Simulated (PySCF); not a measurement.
A structure optimised at B3LYP-D3(BJ)/def2-TZVPD, used in a PySCF frequency run:

```xyz
2

Zr     0.0000     0.0000    -0.2864
O      0.0000     0.0000     1.4321
```
Charge 0, spin multiplicity 1.

Task: Write its SMILES, formula and point group.

Result: [O]=[Zr], OZr, C∞v

Task: What are its rotational constants (standard atomic weights)?

Result: 12.572 GHz (linear rotor, B only)
